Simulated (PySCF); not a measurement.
**Computed vibrations of [Eu(NH3)]3+**

[Eu(NH3)]3+ (singlet in the valence; each metal's 4f electrons, 6 of them, lie in its core potential, out of spins and levels). PySCF 2.14.0, RKS PBE0, Eu lcecp-1-SVP with ECP52, N def2-SVP, H def2-SVP; non-relativistic Hamiltonian with scalar-relativistic core potentials where named; density fitting; no spin-orbit coupling. Central differences of gradients.

```xyz
5

Eu    0.0000    0.0000   -0.2441
N     0.0000    0.0000    2.1111
H     0.9414    0.0000    2.5698
H    -0.4707    0.8153    2.5698
H    -0.4707   -0.8153    2.5698
```

Run from Python with OMP_NUM_THREADS=2. Where DIIS fails, smearing, a level shift and second-order steps follow.
It took 14 s on 2 threads of Arm Neoverse V1 (shared host).

Task: What are the harmonic wavenumbers and infrared intensities?

Result: Modes are labelled in C3v; negative numbers are unstable modes, those under 60 cm⁻¹ near the noise; a finer grid moves soft modes by up to 10 cm⁻¹.
```tsv
cm⁻¹	km/mol	symmetry
403	10.6	a1
703	71.7	e
703	71.7	e
1433	128.9	a1
1563	73.1	e
1563	73.1	e
3238	408.0	a1
3295	261.1	e
3295	261.1	e
```

Task: Is this a minimum?

Result: Yes. Ideal gas at 298.15 K and 1 bar: S = 276.9 J/(mol K), Cp = 47.2 J/(mol K), H − H(0 K) = 11.3 kJ/mol (rigid rotor, harmonic modes, spin degeneracy alone, that of the 4f electrons in the core included).

An lcecp potential fixes the number of 4f electrons, so in runs with it no electron can move into or out of that shell.
